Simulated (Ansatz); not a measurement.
Computed with Ansatz on PBE0-D4/def2-TZVP structures; ΔE is electronic, products minus reactants. CBS: MP2 limit from def2 TZ/QZ plus the TZ coupled-cluster correction, frozen cores. This one scheme is used for every species. Functionals use def2-TZVPP. One conformer a species, not always the lowest.

`C[SiH](F)CS` + HCl → `C[SiH](F)CCl` + H₂S  (substitution at a C–S bond)

| level | ΔE (kJ/mol) |
| --- | --- |
| B2PLYP | 14.6 |
| PBE | 15.6 |
| HF/def2-TZVPP | 9.6 |
| SCS-MP2/def2-TZVPP | 16.9 |
| CCSD(T)/def2-TZVPP | 17.7 |
| HF/def2-QZVPP | 9.5 |
| HF/CBS(def2) | 9.4 |
| MP2/CBS(def2) | 20.1 |

**Question.** What does CCSD(T)/CBS give? (Estimate.)

**Answer.** The calculation gave: +17.7 kJ/mol. The listed levels differ from it by -3.1, -2.1, -8.1, -0.8, 0.0, -8.2, -8.3, 2.4 kJ/mol.

Largest T1 diagnostic among the species: 0.011.

The D4 term adds +4.1 kJ/mol with B3LYP and +2.2 kJ/mol with PBE0; it sums over pairs of atoms, weighted by their polarisabilities, and B3LYP, whose exchange is more repulsive, gets the larger term. In def2-TZVPP, CCSD(T) changes the Hartree–Fock value by +8.1 kJ/mol (the triples alone add +0.8 kJ/mol) and MP2 by +10.5 kJ/mol.

B3LYP here is the variant with VWN-RPA as its local correlation; programs differ in this.
